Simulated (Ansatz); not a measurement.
Basis-set series for C₂H₈AlBS. Total charge 0; spin multiplicity 1. The bonds changed during the relaxation, so this is another structure than the one it started from. All single points use the PBE0-D4/def2-TZVP geometry. It is one conformer, not always the lowest.

```
atom   x (Å)   y (Å)   z (Å)
  B1   0.150   1.503  -0.127
  C2  -0.199   0.098  -0.411
  C3  -1.561  -0.544  -0.361
 Al4   1.069  -0.493   1.148
  S5   1.009  -1.042  -1.182
  H6  -0.683   2.202   0.380
  H7   1.252   1.927  -0.339
  H8  -2.224   0.078   0.243
  H9  -1.985  -0.619  -1.366
 H10  -1.555  -1.549   0.072
 H11   2.439   0.203   1.500
 H12   0.361  -1.642   1.972
 H13   1.927  -0.123  -1.529
```

```csv
functional,basis,functions,energy (Eh),HOMO (eV),LUMO (eV)
PBE0-D4,def2-SVP,118,-745.82126,-7.14,-0.72
PBE0-D4,def2-QZVPP,551,-746.18522,-7.13,-0.96
ωB97M-V,def2-SVP,118,-746.08947,-9.20,1.10
ωB97M-V,def2-QZVPP,551,-746.45907,-9.22,0.55
```

Problem. Give the rows for def2-TZVPP. (Estimate.)

Solution. Ansatz gave: 
```csv
functional,basis,functions,energy (Eh),HOMO (eV),LUMO (eV)
PBE0-D4,def2-TZVPP,289,-746.15942,-7.13,-0.89
ωB97M-V,def2-TZVPP,289,-746.43440,-9.21,0.82
```

Positive LUMOs are unbound and depend on the basis.
